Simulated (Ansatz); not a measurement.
Consider the atomization: `NB(Cl)Cl` → B• + 2 Cl• + 2 H• + N•.

Calculated with Ansatz (gas phase, PBE0-D4/def2-TZVP geometries, no zero-point term in ΔE). CBS: MP2 limit from def2 TZ/QZ plus the TZ coupled-cluster correction, frozen cores. This one scheme is used for every species, atoms too. DFT in def2-TZVPP. HSE06 is defined as in plane-wave codes. Open shells (•) are unrestricted, without spin–orbit coupling. Spin–orbit coupling would lower the free atoms: a little for B, Cl. One conformer a species, not always the lowest.

CCSD(T)/CBS gives +2198.6 kJ/mol.

Problem. Another level gave +2203.5 kJ/mol. Which?
A. r2SCAN0-D4/def2-TZVPP
B. HSE06/def2-TZVPP
C. BHLYP/def2-TZVPP
D. CAM-B3LYP/def2-TZVPP

Solution. D. CAM-B3LYP 2203.5, HSE06 2223.7, BHLYP 2120.0, r2SCAN0-D4 2185.9 kJ/mol.

Largest T1 diagnostic among the species: 0.014.

Leaving LDA and LC-ωPBE aside and taking each functional with its dispersion term where it has one, the values, not all of them listed here, spread over 143.1 kJ/mol, from BHLYP-D4 to PBE-D4. LDA lies +293.0 kJ/mol from PBE without D4, its usual overbinding. At CCSD(T), def2-SVP lies −124.1 kJ/mol from the extrapolated value and def2-TZVPP −67.2 kJ/mol: correlation converges slowly with the basis, and small sets miss more of it in the bonded molecule than in its fragments.

For atomizations the MP2-based limit and the directly extrapolated one differ by several kJ/mol either way, and by 10 to 25 for some Ge, Se and Sn compounds, so smaller differences from it don't rank the levels.
